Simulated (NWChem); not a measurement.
Species: C2H7NSi; SMILES C(/C)=N/[SiH3]

```xyz
11

C      0.6644     1.9038     0.2441
C     -0.5814     1.1777    -0.2046
N     -0.7788    -0.0667    -0.3474
Si     0.2319    -1.4674    -0.1098
H      1.4901     1.2238     0.4677
H      0.9823     2.6100    -0.5346
H      0.4423     2.5039     1.1366
H     -1.4228     1.8529    -0.4336
H      0.2978    -2.1851    -1.4086
H      1.6359    -1.2384     0.3584
H     -0.4452    -2.3311     0.8912
```
Atoms are numbered in this order, from 1.

Level: B3LYP/6-31G* (spherical d) (NWChem), optimised geometry, unscaled harmonic frequencies. 

**Question.** List the harmonic frequencies with IR intensities, and the thermochemistry.

**Answer.** 
| frequency (cm⁻¹) | IR intensity (km/mol) |
|---|---|
| 103 | 0.6 |
| 146 | 0.4 |
| 183 | 2.1 |
| 326 | 0.3 |
| 501 | 3.8 |
| 679 | 40.9 |
| 716 | 62.1 |
| 727 | 62.6 |
| 829 | 12.0 |
| 924 | 12.4 |
| 942 | 96.5 |
| 966 | 63.2 |
| 990 | 340.1 |
| 1109 | 0.0 |
| 1132 | 14.3 |
| 1418 | 13.5 |
| 1446 | 3.2 |
| 1504 | 7.4 |
| 1504 | 18.5 |
| 1782 | 247.6 |
| 2189 | 182.0 |
| 2262 | 113.8 |
| 2262 | 165.6 |
| 3011 | 80.6 |
| 3042 | 11.0 |
| 3093 | 11.3 |
| 3153 | 14.5 |

| Quantity | Value |
|---|---|
| zero-point energy | 52.8 kcal/mol |
| thermal correction to the enthalpy at 298.15 K (with zero-point energy) | 57.2 kcal/mol |
| heat capacity Cv | 20.2 cal/(mol K) |
| entropy at 298.15 K and 1 atm (symmetry number 1) | 76.1 cal/(mol K) |
| dipole moment | 2.13 D |

Rigid rotor and harmonic oscillator.
